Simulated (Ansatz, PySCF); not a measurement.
Species: sum formula BNH$_{2}$F$_{2}$ (charge 0, singlet). 
Geometry from a B3LYP-D3(BJ)/def2-TZVP (Ansatz, a quantum-chemistry and plane-wave program) optimisation:
SMILES: NB(F)F
```xyz
6

B      0.0362     0.0038    -0.0026
F      0.5868     1.1654    -0.3614
F      0.8587    -1.0149     0.2562
N     -1.3467    -0.1402     0.0980
H     -1.9826     0.6138    -0.0925
H     -1.7806    -1.0056     0.3662
```

Dipole moments at this geometry, in debye (magnitudes).

```csv
level,program,dipole (D)
HF/def2-TZVPD,PySCF,2.77
SVWN5/def2-TZVPD,Ansatz,2.74
PBE/def2-TZVPD,Ansatz,2.66
BLYP/def2-TZVPD,Ansatz,2.66
BHLYP/def2-TZVPD,Ansatz,2.76
M06-2X/def2-TZVPD,PySCF,2.72
LC-wPBE/def2-TZVPD,Ansatz,2.72
wB97M-V/def2-TZVPD,Ansatz,2.69
wB97X-V/def2-TZVPD,Ansatz,2.69
CCSD(T)/aug-cc-pVDZ,Ansatz,2.69
```
